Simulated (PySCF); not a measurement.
B(CCH)(Cl)(Me) (C3H4BCl), SMILES CB(C#C)Cl. Atoms are numbered in the order given.

```xyz
9

B      0.2446    -0.1485     0.2073
C     -1.0494    -0.9004    -0.0826
C     -2.0752    -1.5207    -0.2981
H     -2.9843    -2.0616    -0.4933
Cl     0.4151     1.4641    -0.4860
C      1.3988    -0.7753     1.0488
H      2.1662    -0.0517     1.3540
H      1.8850    -1.5480     0.4247
H      1.0083    -1.3069     1.9307
```

Geometry: PBE0-D3(BJ)/def2-SVP. This is a generated structure with no PubChem entry under its InChIKey; it may be hypothetical.

Two levels are set side by side: PBE/pcSseg-1 (PySCF) and PBE0/pcSseg-1 (PySCF). GIAO shifts against BF3 (¹¹B), HCl (³⁵Cl), TMS (¹H), TMS (¹³C) at the same level; non-relativistic, no solvent, atoms listed together averaged. Without spin–orbit terms, shifts of atoms bonded to Cl or Br come out too high at both levels. Differences are taken from unrounded values.

| quantity | PBE0 |
|---|---|
| δ(¹¹B) of B1 (ppm) | 48.2 |
| δ(¹³C) of C2 (ppm) | 94.7 |
| δ(¹³C) of C3 (ppm) | 118.9 |
| δ(¹H) of H4 (ppm) | 4.18 |
| δ(³⁵Cl) of Cl5 (ppm) | 308.7 |
| δ(¹³C) of C6 (ppm) | 19.3 |

Task: What does PBE give, and how far is it from PBE0? (An estimate is asked for; the answer gives what the named calculation found.)

Result: 
| quantity | PBE | PBE minus PBE0 |
|---|---|---|
| δ(¹¹B) of B1 (ppm) | 47.7 | -0.5 |
| δ(¹³C) of C2 (ppm) | 97.5 | 2.7 |
| δ(¹³C) of C3 (ppm) | 115.2 | -3.7 |
| δ(¹H) of H4 (ppm) | 4.07 | -0.11 |
| δ(³⁵Cl) of Cl5 (ppm) | 352.6 | 44.0 |
| δ(¹³C) of C6 (ppm) | 20.3 | 1.0 |

Rough cost on one machine, each run with all the roots and properties that it gave: PBE0 against PBE within a factor of 2.
